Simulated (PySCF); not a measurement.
# Spinor energies of Zn(2+) (zinc, charge +2)

Start: [Ar] 3d9 4p1; 3d3/2 filled at m_j = -3/2, -1/2, +1/2, +3/2; 3d5/2 filled at m_j = -3/2, -1/2, +1/2, +3/2, +5/2; 4p3/2 filled at m_j = +3/2. Calculated with PySCF 2.14 in x2c-TZVPall-2c with one added diffuse shell each of s, p, d type (7s8p5d1f, 63 functions): generalised Hartree-Fock with the X2C-1e Hamiltonian and a Gaussian nucleus; one run each with spin-orbit coupling (SO) switched off, then screened by Boettger's factors. This is a chosen level, not necessarily the ground level.

```csv
spinor shell,electrons,"ε, spin-free (eV)","ε, screened SO (eV)",weight of nominal j (screened SO),"rms radius, screened SO (bohr)"
1s1/2,2,-9761.1,-9761.0,1.000,0.0580
2s1/2,2,-1265.3,-1265.3,1.000,0.244
2p1/2,2,-1096.7,-1113.4,0.999,0.217
2p3/2,4,-1096.7,-1088.6,1.000,0.220
3s1/2,2,-188.49,-188.50,1.000,0.727
3p1/2,2,-135.96,-139.40,0.955,0.760
3p3/2,4,-135.96,-134.31,0.977,0.770
3d3/2,4,-51.617,-52.346,0.827,0.913
3d5/2,5,-51.617,-51.098,0.862,0.925
4p3/2,1,-21.611,-21.550,1.000,2.81
```

```
   quantity    spin-free  screened SO
E (hartree)  -1792.74948  -1792.80363
        M_J            4            4
       ⟨J²⟩       20.003       20.003
       ⟨L²⟩       12.003       12.005
       ⟨S²⟩        2.001        2.002
```

Each row is a mean over spinors that exchange with the open shell spreads, by up to 8.425 eV (3p3/2).

Rows whose weight is well below 1 are mixtures of j = l ± 1/2: exchange outweighs spin-orbit coupling there, and the label is only the starting occupation.

Without spin-orbit coupling the j labels of p, d and f shells carry no meaning; the spin-free column gives the mean over the occupied spinors of each nl shell.
